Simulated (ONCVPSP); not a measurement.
# lanthanum (La), ONCV: configuration errors across variants

lanthanum (La), optimised norm-conserving Vanderbilt (ONCV), made with ONCVPSP 4.0.1 (LDA (Perdew-Wang 92), scalar-relativistic). Core [Kr] 4d10, reference 5s2 5p6 5d1 6s2. Waves: 5s+6s: rc 2.25 bohr, ncon 4, nbas 8, qcut 4.8 1/bohr, 2 projectors; 5p: rc 2.05 bohr, ncon 4, nbas 7, qcut 4 1/bohr, 2 projectors, debl 3 Ha; 5d: rc 3.00 bohr, ncon 5, nbas 10, qcut 6.2 1/bohr, 2 projectors, debl 1.5 Ha; f scattering state at 0.17 Ha: rc 2.40 bohr, ncon 5, nbas 8, qcut 4.6 1/bohr, 2 projectors, debl 3.9 Ha. Local part: polynomial inside 1.35 bohr (lpopt 5, dvloc0 0 Ha). Core correction: polynomial model core, fcfact 0.15.

In the f channel the program set the typed energies aside and used -0.169, 3.731 Ha.

All-electron excitation energies from the reference (eV): (1) 5s2 5p6 5d1 6s1 6.158; (2) 5s2 5p6 5d1 6s0 17.305; (3) 5s2 5p6 5d0 6s0 36.401; (4) 4f1 5s2 5p6 5d0 6s1 6.319.

2 further variants failed, have other tests or too few solved ones, and are left out.

A true bound ghost makes a file unfit for plane-wave use even where its test errors are small: the radial tests pick states by their node count and pass the ghost by.

Errors AE − PS in meV (a dash: test not solved or not reliable):

```csv
change,(1),(2),(3),(4),bound ghosts,GHOST(+) flags above zero
base,-1.3,-4.8,+0.7,+963,s,p
d: qcut 3.7,-1.3,-4.9,+2.8,+958,s,p
d: qcut 4.3,-1.3,-4.8,+0.1,+966,s,p
d: qcut 5.7,-1.3,-4.8,+0.1,+966,s,p
d: qcut 6.3,-1.3,-4.8,+0.9,+963,s,p
d: qcut 6.8,-1.3,-4.9,+2.0,+958,s,p
d: qcut 7.4,-1.3,-5.1,+4.1,+950,s,p
d: qcut 8.7,-0.9,-2.3,-6.5,+993,s,"p, d"
```

Question: Give the same row for: d: qcut 4.9.

Answer: -1.3, -4.7, -0.4, +966; bound ghosts: s; GHOST(+) flags above zero: p.
